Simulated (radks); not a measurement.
Task: Valence configurations of Si+ (all share [Ne]). Calculated with a radial shooting solver on a logarithmic mesh with Libxc functionals: non-relativistic Kohn-Sham, PBE, spin-unpolarised, spherical densities, point nucleus. Order these by energy: 3s0.5 3p2.5; 3s1 3p2; 3s2 3p1; 3s1.5 3p1.5; 3p3.

Result: From the lowest, in eV above it: 3s2 3p1 0.000; 3s1.5 3p1.5 3.672; 3s1 3p2 7.368; 3s0.5 3p2.5 11.088; 3p3 14.830. NIST lists [Ne] 3s2 3p1 as the ground configuration; this level of theory agrees among the configurations tried. The energies are those of spherical spin-averaged densities, not of single terms.
